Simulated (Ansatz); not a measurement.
Sb2As⁺, relaxed as a triplet with UKS PBE-D4/def2-TZVP in Ansatz, starting from the PBE-D4/def2-TZVP geometry of the charge +1 singlet. Force threshold 0.02 eV/Å.

In the def2 sets Sb takes a core potential; there is no spin–orbit coupling. At PBE-D4/def2-TZVP a singlet of charge 1 lies 1.15 eV below the triplet, each at its own geometry. The structure comes from a short search, and lower isomers may exist.

Start:

Cartesian coordinates in Å:
```
As -0.363 0.995 -0.967
Sb 1.380 -0.688 -0.162
Sb -1.017 -0.307 1.129
```

```
step  energy (eV)  largest force component (eV/Å)  SCF passes
   1  -73900.6934                           1.819          27
   2  -73901.1371                           0.564          31
   3  -73901.1657                           0.229          27
   4  -73901.1693                           0.039          27
   5  -73901.1695                           0.001          26
```

Force components are those of the run's own axes.

End:

```tsv
atom	x (Å)	y (Å)	z (Å)
As1	-0.325	0.890	-0.865
Sb2	1.553	-0.666	-0.317
Sb3	-1.229	-0.224	1.182
```

By distances, no bond broke or formed. The bond that changes most is Sb2–Sb3, from 2.75 to 3.19 Å (atoms count from 1).

No frequencies were taken in this run, so the end may be a saddle point.

Run time 32 s (4 threads of Intel Xeon on a shared host).
